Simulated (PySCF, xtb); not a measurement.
Ga(H)(SH)2 (GaH3S2), SMILES [SH][GaH][SH].

GFN2-xTB (xtb 6.7.1) at its own geometry gives an orbital gap of 3.79 eV and a dipole moment of 3.35 D.

Coordinates come from a PBE-D3(BJ)/def2-SVP optimisation. Other conformers were not sampled.

Task: What does CAM-B3LYP/def2-TZVPD (PySCF) give? (Estimate from the structure and the level; the computed values follow.)

Result: gap 8.39 eV (levels -8.81 and -0.41 eV), dipole 2.14 D.
